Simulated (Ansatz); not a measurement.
Energy needed to pull apart ZnBH$_{3}$ (SMILES [BH2][ZnH]), singlet, into free ground-state atoms, from the structure below (displaced at random from a GFN2-xTB minimum); no zero-point or spin–orbit terms; open-shell atoms are treated unrestricted, in their ground-state multiplicity.

B1  (-0.206, -0.843, 0.313)
Zn2  (0.244, 1.081, -0.396)
H3  (-1.258, -1.025, 0.849)
H4  (0.532, -1.792, 0.188)
H5  (0.693, 2.502, -0.897)
(Å)

Ansatz 0.2.0; basis: def2-TZVPP; cores frozen in the correlated methods. The 3s and 3p shells of Cu and Zn are frozen; filled d shells are correlated.

| method | atomization energy (eV) |
| --- | --- |
| PBE-D4 | 11.60 |
| r2SCAN-D4 | 11.86 |
| PBE0-D4 | ? |
| r2SCAN0-D4 | 11.77 |
| CAM-B3LYP-D4 | 11.80 |
| wB97M-V | 11.76 |
| HF | 9.07 |
| MP2 | 11.40 |
| CCSD | ? |
| CCSD(T) | 11.36 |

(1) What does CCSD give? (Judge from chemistry; the value comes from the calculation.)

(2) What does PBE0-D4 give? (Judge from chemistry; the value comes from the calculation.)

The T1 diagnostic stays at or below 0.015.

## Answers

(1) The calculation gives: 11.28 eV, which is about 0.08 eV less than CCSD(T)/def2-TZVPP.

(2) The calculation gives: 11.63 eV, which is about 0.27 eV more than CCSD(T)/def2-TZVPP.

In triple zeta the MP2 and coupled-cluster atomization energies are still short of their basis limit by a few kcal/mol a bond, whereas those of the functionals are nearly converged, so these differences are not deviations from converged CCSD(T).

For scale, one of the runs: CCSD(T)/def2-TZVPP forces, 137 basis functions (an equivalent command: `ansatz run in.yaml --threads 4`). Time: 22 s of wall clock on 4 CPU threads; the host was shared. Peak host memory: 1.3 GiB.
